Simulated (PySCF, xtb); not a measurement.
Si(Cl)(OH)2(OMe) (CH₅ClO₃Si), SMILES CO[Si](O)(O)Cl. One conformer was computed; it need not be the lowest.

Harmonic wavenumbers (cm⁻¹) from GFN2-xTB (xtb 6.7.1) at its own minimum, in rising order: 64, 109, 134, 182, 191, 246, 251, 282, 287, 353, 480, 757, 816, 833, 920, 969, 1130, 1140, 1167, 1410, 1471, 1479, 2963, 2981, 3000, 3671, 3680.

Problem. What does B3LYP-D3(BJ)/def2-SVP in PySCF give at its own minimum? (An estimate is asked for; the answer gives what the named calculation found.)

Solution. 64, 97, 104, 155, 200, 263, 281, 314, 335, 381, 529, 758, 802, 809, 941, 999, 1160, 1179, 1216, 1474, 1476, 1480, 3009, 3086, 3120, 3881, 3884. Paired by order, the mean absolute difference is 46 cm⁻¹ and the zero-point energies are 44.3 and 45.7 kcal/mol.
